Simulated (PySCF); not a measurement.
Dipole response of V (vanadium, neutral)

[Ar] 3d3 4s2, high-spin 4F determinant. Calculation: PySCF 2.14, in aug-cc-pVDZ-DK (7s6p4d2f, 59 functions); scalar relativity by spin-free X2C-1e. Coupled (time-dependent) response in atomic units; α is the mean over directions. A double-zeta set is small for polarisabilities.

| method | mean α (bohr³) | C₆ (like pair) | S(−4) |
| --- | --- | --- | --- |
| UHF | 122.2 | 1364 | 20790 |
| PBE | 90.79 | 969.7 | 4585 |
| PBE0 | 95.10 | 1032 | 5090 |
| revPBE | 94.24 | 1019 | 5094 |

S(−4) is the Cauchy moment in α(ω) = α(0) + S(−4) ω² + …

Reference α: 87 ± 10 bohr³ (recommended; Schwerdtfeger and Nagle, table of static dipole polarizabilities (2023 update)). Published C₆: 832.0 (Chu and Dalgarno (2004); Tang, Norbeck and Certain (1976)).

Hartree-Fock lies above the reference because it lacks correlation, which contracts the outer shell.

α(iu) at revPBE:

| u (hartree) | α(iu) (bohr³) |
| --- | --- |
| 0 | 94.24 |
| 0.0500 | 83.49 |
| 0.100 | 63.76 |
| 0.200 | 34.88 |
| 0.300 | 21.07 |
| 0.500 | 10.37 |
| 0.750 | 5.870 |
| 1.00 | 3.959 |
| 1.50 | 2.290 |
| 2.00 | 1.534 |
| 3.00 | 0.8317 |
| 5.00 | 0.3494 |

A single London oscillator, α(iu) = α/(1 + u²/ω²), gives C₆ = (3/4) ω α². Matching the computed C₆ needs ω = 4 × 1019 / (3 × 94.24²) = 0.153 hartree.
